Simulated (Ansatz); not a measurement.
Reactions of CH4BrFOSi (`OC(Br)[SiH2]F`).

Gas-phase electronic energies from Ansatz, PBE0-D4/def2-TZVP geometries. CCSD(T)/CBS is the MP2 limit (def2-TZVPP, def2-QZVPP) plus CCSD(T) − MP2 in def2-TZVPP, frozen cores. This one scheme is used for every species, atoms too. For atomizations the MP2-based limit and the directly extrapolated one differ by several kJ/mol either way, and by 10 to 25 for some Ge, Se and Sn compounds, so smaller differences from it don't rank the levels. Functionals use def2-TZVPP. B3LYP here is the variant with VWN-RPA as its local correlation; programs differ in this. Open shells (•) are unrestricted, without spin–orbit coupling. Spin–orbit coupling would lower the free atoms: a little for C, F, O, Si; clearly for Br. Elements past krypton have def2 core potentials. Bonds to Br, I are less sure, by a few kJ/mol each and by 10 to 20 or more in all where they break to atoms, as the def2 sets lack core-valence functions. Scalar relativity is left out up to krypton. Each species was taken in one conformer, which may not be the lowest.

```csv
reaction,CCSD(T)/CBS(def2) (kJ/mol)
`OC(Br)[SiH2]F` + `[SiH3]OCI` → `F[SiH2]OCI` + `OC([SiH3])Br`,-20
`OC(Br)[SiH2]F` + H₂ → `OC[SiH2]F` + HBr,-54
`OC(Br)[SiH2]F` → `FCO[SiH2]Br`,?
`OC(Br)[SiH2]F` + H₂O → `O[SiH2]C(O)Br` + H–F,?
`OC(Br)[SiH2]F` + H₂ → `F[SiH2]CBr` + H₂O,-111
`OC(Br)[SiH2]F` → Br• + C• + F• + 4 H• + O• + Si•,3146
`OC(Br)[SiH2]F` + H₂S → `OC(S)[SiH2]F` + HBr,-5
`OC(Br)[SiH2]F` + H₂ → `OC([SiH3])Br` + H–F,?
`OC(Br)[SiH2]F` + H₂O → `OC(O)Br` + `F[SiH3]`,44
`OC(Br)[SiH2]F` + HCl → `F[SiH2]C(Cl)Br` + H₂O,-18
```

(1) Fill in the missing values. (Estimate.)

Largest T1 diagnostic: 0.012, for Si•.

Results:

(1) Computed: `OC(Br)[SiH2]F` → `FCO[SiH2]Br`: -63.8 kJ/mol; `OC(Br)[SiH2]F` + H₂O → `O[SiH2]C(O)Br` + H–F: +32.8 kJ/mol; `OC(Br)[SiH2]F` + H₂ → `OC([SiH3])Br` + H–F: +109.6 kJ/mol.
